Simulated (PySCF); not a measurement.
Working out the ionisation energy of Cu+

Cu+ [Ar] 3d10 (1S) → Cu(2+) [Ar] 3d9 (2D). Computed with PySCF 2.14 in aug-cc-pwCVDZ-PP with ECP10MDF (6s6p5d3f, 70 functions), with scalar relativity through the core potential. Frozen: nothing. Energies in hartree (1 hartree = 27.21139 eV):

```csv
part,Cu+ (lower),Cu(2+) (upper)
UHF,-195.923010,-195.292172
CCSD correlation,-0.746079,-0.647241
(T),-0.021095,-0.012652
```

**Question.** What does Hartree-Fock give?

**Answer.** (-195.292172) − (-195.923010) = 0.630838 hartree = 17.166 eV.

**Question.** What do CCSD and CCSD(T) give?

**Answer.** The CCSD correlation energies differ by 0.098838 hartree = 2.690 eV and the triples by 0.008443 hartree = 0.230 eV, so CCSD gives 19.856 eV and CCSD(T) 20.086 eV.

Reference: 20.292 eV (measured; NIST Atomic Spectra Database, ionization energies), between the lowest levels; spin-orbit coupling is absent from the calculation.

A double-zeta basis recovers only part of the correlation energy.

What remains against the reference includes basis incompleteness and higher excitations.
